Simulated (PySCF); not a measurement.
**Working out the ionisation energy of Zr**

Zr [Kr] 4d2 5s2 (3F) → Zr⁺ [Kr] 4d2 5s1 (4F). Calculation: PySCF 2.14, in aug-cc-pVTZ-DK (9s8p6d3f2g, 102 functions); the spin-free X2C one-electron Hamiltonian (Gaussian nucleus). Frozen: [Kr]. Energies in hartree (1 hartree = 27.21139 eV):

```
             part    Zr (lower)   Zr⁺ (upper)
              UHF  -3596.091238  -3595.900724
MP2 opposite-spin     -0.034577      0.000000
    MP2 same-spin     -0.011796     -0.012133
```

What does Hartree-Fock give?

(-3595.900724) − (-3596.091238) = 0.190514 hartree = 5.184 eV.

What do MP2 and SCS-MP2 (6/5 opposite-spin, 1/3 same-spin) give?

The opposite-spin parts differ by 0.941 eV and the same-spin parts by -0.009 eV. MP2: 5.184 + (0.941) + (-0.009) = 6.116 eV. SCS-MP2: 5.184 + 1.2 × (0.941) + (-0.009)/3 = 6.310 eV.

Measured between the centres of the two terms (NIST): 6.639 eV, so MP2 (valence) is off by -0.523 eV.

What remains against the reference includes basis incompleteness, the frozen core and correlation beyond second order.
